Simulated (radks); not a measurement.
Effect of the nuclear size on the tungsten ion W+, [Xe] 4f14 5d4 6s1. All-electron calculation, Dirac Kohn-Sham, exchange-only LDA, spin-unpolarised, spherical densities, finite nucleus; open shells fill j = l - 1/2 first; Fermi nuclear charge, rms radius 5.3658 fm. Program: a radial shooting solver on a logarithmic mesh with Libxc functionals. The rms radius is varied about that value; shifts are against it.

rms radius (fm)  total energy shift (eV)  density at nucleus (e/bohr^3)  1s1/2 shift (meV)  2s1/2 shift (meV)  5p1/2 shift (meV)  6s1/2 shift (meV)  5d3/2 shift (meV)  6p1/2 (empty) shift (meV)  7s1/2 (empty) shift (meV)
4.7863                             -12.0                      1.476e+06              -4880               -687              0.201             -0.621              0.245                      0.075                     -0.083
4.8614                             -10.5                      1.468e+06              -4260               -601              0.176             -0.543              0.215                      0.065                     -0.073
5.3658                                 0                      1.418e+06              0.000              0.000              0.000              0.000              0.000                      0.000                      0.000
5.6717                              6.71                      1.391e+06               2720                383             -0.112              0.346             -0.137                     -0.042                      0.047
6.0526                              15.4                       1.36e+06               6240                879             -0.256              0.795             -0.314                     -0.096                      0.107

Slopes of the eigenvalues against <r^2> in GHz/fm^2, as finite differences over the two radii next to the reference (eigenvalue slopes, not the field-shift constants of lines): 1s1/2 198000, 2s1/2 27900, 5p1/2 -8.14, 6s1/2 25.2, 5d3/2 -9.96, 6p1/2 (empty) -3.04, 7s1/2 (empty) 3.38.
